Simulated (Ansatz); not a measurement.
`BCC#C` + H₂O → `BO` + `C#CC` at 600 K and 1 bar (formal hydrolysis of a B–C bond).

Isolated molecules relaxed with PBE0-D4/def2-TZVP in Ansatz; ΔE leaves out vibrations. CCSD(T)/CBS is the MP2 limit (def2-TZVPP, def2-QZVPP) plus CCSD(T) − MP2 in def2-TZVPP, frozen cores. This one scheme is used for every species.

| species | CCSD(T)/CBS energy (Eh) | H − E (kJ/mol) | S (J/(mol·K)) |
| --- | --- | --- | --- |
| `BCC#C` | -141.86772 | 222.0 | 373.9 |
| H₂O | -76.37941 | 76.8 | 212.8 |
| `BO` | -101.80414 | 119.7 | 267.1 |
| `C#CC` | -116.49627 | 182.1 | 298.5 |

H − E and S are ideal-gas, rigid-rotor, harmonic terms from PBE0-D4/def2-TZVP. 1 Eh = 2625.50 kJ/mol, R = 8.31446 J/(mol·K).

Q: By hand: ΔE, ΔH, ΔS and ΔG.

A: ΔE = (-101.80414) + (-116.49627) − (-141.86772) − (-76.37941) = -0.05328 Eh = -139.9 kJ/mol. Δ(H − E) = 119.7 + 182.1 − 222.0 − 76.8 = 3.0, so ΔH = -136.9 kJ/mol. ΔS = 267.1 + 298.5 − 373.9 − 212.8 = -21.1 J/(mol·K). ΔG = -136.9 − 600 × (-21.1)/1000 = -124.2 kJ/mol.

Q: By hand: the equilibrium constant, and the temperature at which ΔG would vanish if ΔH and ΔS stayed fixed.

A: log₁₀ K = −ΔG/(RT ln 10) = 10.8. ΔG = 0 at ΔH/ΔS = 6488 K, far beyond where these terms or the molecules hold.

ΔH outweighs TΔS. A doubt of 5 kJ/mol in ΔE shifts log₁₀ K by 0.4 here. These are equilibria of isolated gas molecules and say nothing of rates. Largest T1 diagnostic: 0.014 (customary marks: 0.02 for closed shells, 0.045 for open ones).
